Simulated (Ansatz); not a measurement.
**Question.** Name a neutral molecule of B, C, N, O, Si and H with LUMO energy (B3LYP/def2-TZVPP) between -0.90 and -0.60 eV and HOMO energy (PBE/def2-TZVPP) between -6.60 and -6.30 eV (Ansatz, PBE0-D4/def2-TZVP geometry).

**Answer.** `B/N=C(/O)[SiH3]` (-0.90 eV, -6.55 eV); `O[SiH2]N1BCB1` (-0.74 eV, -6.52 eV). Other molecules can fit too; these were computed, each in one conformer that needn't be the lowest.

B3LYP here is the variant with VWN-RPA as its local correlation; programs differ in this.
